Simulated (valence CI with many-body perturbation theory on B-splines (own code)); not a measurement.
Valence orbitals of Ni¹³⁺

Level of theory: relativistic CI+MBPT: five valence electrons over a frozen Dirac-Fock core [Ne], a basis of 11 s, 11 p, 10 d, 8 f, 5 g, 2 h functions for each j, with the one-electron correlation potential Σ1, the two-electron term Σ2, the three-electron term Σ3, Breit, model QED; selected CI, second order for the rest, scaled by the run's own slope (own B-spline code, finite nucleus).

No measured levels were compared; by estimate levels of excited configurations hold to 0.05 to 0.15 % of their energy, terms of the ground configuration to about 0.5 %. Among the levels kept, up to 3200 cm⁻¹ of a level comes from second order outside the variational space, and about a tenth of that is noise between levels of different J, which matters for small intervals.

These are the spectroscopic orbitals of the CI (the correlating ones are not listed), shaped by the core and the other valence electrons. h is the expectation value of the core's Dirac-Fock operator, without the valence repulsion; Σ1 is computed up to l = 3 at one energy for each symmetry, that of its lowest orbital but kept below the first core excitation, so for empty shells it is not the orbital's own correlation shift; Breit and QED include the response of the core.

```csv
Orbital,h (hartree),Σ1 (cm⁻¹),Breit (cm⁻¹),QED (cm⁻¹),⟨r⟩ (bohr)
3s1/2,-22.219,-5082,1137,756,0.6455
4s1/2,-11.67,-1473,392,265,1.274
5s1/2,-7.1646,-625,175,119,2.129
6s1/2,-4.8469,-328,94.3,64.5,3.192
7s1/2,-3.4963,-195,56.7,38.8,4.469
8s1/2,-2.6408,-125,36.7,25.2,5.960
3p1/2,-20.774,-5839,1775,-62.5,0.6403
4p1/2,-11.067,-1705,619,-21.3,1.303
5p1/2,-6.868,-747,288,-9.8,2.184
6p1/2,-4.6791,-400,158,-5.4,3.276
7p1/2,-3.3924,-240,96.0,-3.2,4.581
8p1/2,-2.572,-155,62.7,-2.1,6.099
3p3/2,-20.63,-5698,1097,-2.4,0.6456
4p3/2,-11.012,-1676,378,-0.4,1.310
5p3/2,-6.8407,-737,177,-0.1,2.193
6p3/2,-4.6637,-394,97.1,0.0,3.287
7p3/2,-3.3829,-237,59.0,0.0,4.594
8p3/2,-2.5658,-153,38.5,0.0,6.115
3d3/2,-18.669,-6495,611,-34.4,0.5977
4d3/2,-10.24,-1686,211,-11.6,1.318
5d3/2,-6.4689,-744,101,-5.5,2.240
6d3/2,-4.4549,-399,56.5,-3.1,3.374
7d3/2,-3.2539,-240,34.8,-1.9,4.722
3d5/2,-18.646,-6400,237,-20.4,0.5990
4d5/2,-10.23,-1660,81.3,-6.5,1.320
5d5/2,-6.4638,-732,39.3,-3.1,2.242
6d5/2,-4.452,-393,21.9,-1.7,3.377
7d5/2,-3.252,-237,13.5,-1.0,4.725
4f5/2,-9.8356,-828,6.8,-1.6,1.217
5f5/2,-6.2676,-436,5.0,-0.9,2.169
6f5/2,-4.3402,-254,3.3,-0.6,3.332
7f5/2,-3.1823,-160,2.2,-0.4,4.709
4f7/2,-9.8322,-823,-0.4,0.1,1.218
5f7/2,-6.2658,-434,-0.3,-0.1,2.169
6f7/2,-4.3392,-253,-0.2,-0.1,3.333
7f7/2,-3.1817,-159,-0.1,-0.1,4.710
5g7/2,-6.1796,,0.1,-0.2,1.951
6g7/2,-4.2935,,0.1,-0.1,3.123
7g7/2,-3.1542,,0.0,-0.1,4.511
5g9/2,-6.1787,,0.0,0.2,1.951
6g9/2,-4.293,,0.0,0.1,3.123
7g9/2,-3.1539,,0.0,0.1,4.511
6h9/2,-4.2795,,,,2.784
6h11/2,-4.2791,,,,2.784
```

Among the shells of the start configuration 3s2 3p3, Σ1 is largest in size for 3p1/2, where it is 0.13 % of h.

Lowest root of each symmetry, sizes in configuration state functions:

```
   J  Parity  Roots  Reference  Variational  Second order  Change by selected CI (cm⁻¹)  Change by second order (cm⁻¹)
 1/2    even     12         96        31994       1590145                         -9722                           -267
 3/2    even     18        152        31898       2976762                         -9140                           -786
 5/2    even     16        157        31824       3245311                         -9010                           -970
 7/2    even     10        116        31979       3855803                        -13287                          -1178
 9/2    even      5         74        31838       3085751                        -13627                          -1021
11/2    even      2         33        32803       2273782                         -9477                           -565
13/2    even      2         13        32880       1866888                         -9768                           -302
 1/2     odd     22         84        31983       2365270                        -13071                           -747
 3/2     odd     33        138        31672       2915701                         -9605                           -912
 5/2     odd     32        139        31784       5272416                        -11309                          -1636
 7/2     odd     24        108        31988       5434544                         -7629                           -972
 9/2     odd     12         63        31948       4835132                         -7843                           -753
11/2     odd      4         30        32057       3923318                        -14765                          -1170
```
